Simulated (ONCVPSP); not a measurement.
## thallium (Tl), ONCV: configuration errors across variants

```json
{
  "Element": "Tl",
  "Generator": "ONCVPSP 4.0.1",
  "Type": "optimised norm-conserving Vanderbilt (ONCV)",
  "Functional": "LDA (Perdew-Wang 92)",
  "Relativity": "scalar-relativistic",
  "Frozen core": "[Kr] 4d10 4f14",
  "Valence charge": "21",
  "Reference configuration": "5s2 5p6 5d10 6s2 6p1",
  "Partial waves": "5s+6s: rc 1.25 bohr, ncon 4, nbas 8, qcut 8.3 1/bohr, 2 projectors; 5p+6p: rc 1.95 bohr, ncon 4, nbas 7, qcut 6.9 1/bohr, 2 projectors; 5d: rc 1.20 bohr, ncon 4, nbas 9, qcut 6.8 1/bohr, 2 projectors, debl 2.6 Ha",
  "Local potential": "polynomial inside 0.80 bohr (lpopt 3, dvloc0 3 Ha)",
  "Core correction": "polynomial model core, fcfact 0.25"
}
```

All-electron excitation energies from the reference (eV): (1) 5s2 5p6 5d10 6s2 6p0 5.403; (2) 5s2 5p6 5d10 6s1 6p0 26.598; (3) 5s2 5p6 5d9 6s2 6p1 21.405.

1 further variants failed, have other tests or too few solved ones, and are left out.

A true bound ghost makes a file unfit for plane-wave use even where its test errors are small: the radial tests pick states by their node count and pass the ghost by.

Errors AE − PS in meV (a dash: test not solved or not reliable):

```csv
change,(1),(2),(3),bound ghosts,GHOST(+) flags above zero
base,-2.6,-11,-5.8,none,s
"all radii but the core radius scaled by about 1.12 (s 1.40, p 2.18, d 1.34 bohr); local potential polynomial inside 0.90 bohr (lpopt 3, dvloc0 3 Ha)",-2.6,-12,-6.1,none,s
"all radii but the core radius scaled by about 1.20 (s 1.50, p 2.36, d 1.44 bohr); local potential polynomial inside 0.96 bohr (lpopt 3, dvloc0 3 Ha)",-2.5,-12,-7.1,p,s
"all radii but the core radius scaled by about 1.31 (s 1.64, p 2.56, d 1.58 bohr); local potential polynomial inside 1.06 bohr (lpopt 3, dvloc0 3 Ha)",-2.5,-14,-2.8,none,none
```

**Question.** Give the same row for: all radii but the core radius scaled by about 0.91 (s 1.14, p 1.78, d 1.10 bohr); local potential polynomial inside 0.74 bohr (lpopt 3, dvloc0 3 Ha).

**Answer.** -2.6, -9.0, -5.0; bound ghosts: s; GHOST(+) flags above zero: none.
